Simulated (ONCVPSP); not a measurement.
## How hard is this In ONCV potential?

indium, optimised norm-conserving Vanderbilt (ONCV), made with ONCVPSP 4.0.1 (LDA (Perdew-Wang 92), fully relativistic). Core [Kr] 4d10, reference 5s2 5p1. Waves: 5s: rc 2.20 bohr, ncon 3, nbas 7, qcut 2.8 1/bohr, 3 projectors, debl 3.6 Ha; 5p: rc 2.55 bohr, ncon 4, nbas 7, qcut 3.8 1/bohr, 2 projectors, debl 3 Ha. Local part: polynomial inside 1.85 bohr (lpopt 1, dvloc0 0 Ha). Core correction: Teter function fitted to the true core (icmod 2), fcfact 0.25.

Open shells are filled in proportion to 2j + 1.

For each optimised wave give the share of its norm inside rc, the residual kinetic energy above qcut (Ha) and the cutoffs (Ha) for errors of 10, 1, 0.1 and 0.01 mHa per electron.

| wave | norm inside rc | residual KE | 10 mHa | 1 mHa | 0.1 mHa | 0.01 mHa |
| --- | --- | --- | --- | --- | --- | --- |
| 5s | 0.380 | 2.8e-03 | 2.9 | 7.8 | 27.8 | 54.3 |
| s projector 2 | 0.098 | 2.4e-01 | 17.4 | 37.4 | 55.4 | not reached |
| s projector 3 | 0.106 | 8.5e-01 | 21.6 | 51.5 | 90.1 | not reached |
| 5p j=3/2 | 0.232 | 2.2e-05 | 1.0 | 4.5 | 6.3 | 10.0 |
| p projector 2 j=3/2 | 0.130 | 2.9e-03 | 6.5 | 7.9 | 22.0 | 27.8 |
| 5p j=1/2 | 0.270 | 4.1e-05 | 1.1 | 4.7 | 6.7 | 15.0 |
| p projector 2 j=1/2 | 0.136 | 3.9e-03 | 6.7 | 9.6 | 25.2 | 30.1 |

The occupied waves need 7.8 Ha and 28 Ha for 1 and 0.1 mHa. The cutoffs count occupied waves only; projector 3 of the s channel, the hardest unoccupied one, needs 51 Ha at the loose tolerance.
